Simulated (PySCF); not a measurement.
BO, SMILES [B]=O, multiplicity 2. Atoms are numbered in the order given.

```xyz
2

B      0.0000     0.0000    -0.7399
O      0.0000     0.0000     0.4624
```
Charge 0, spin multiplicity 2.

Geometry optimised at B3LYP-D3(BJ)/def2-TZVPD.

Calculation: PBE0/pcH-1 (PySCF).

Unrestricted Kohn–Sham, ⟨S²⟩ = 0.762. Hyperfine tensors hold the contact and dipolar terms, without spin-orbit corrections.

Computed hyperfine couplings:
| nucleus | A(iso) (MHz) | A(iso) (G) | dipolar principal values (MHz) |
|---|---|---|---|
| 11B no. 1 | 1060.8 | 378.5 | -26.7, -26.7, 53.4 |
| 17O no. 2 | -10.7 | -3.8 | -48.5, 24.3, 24.3 |
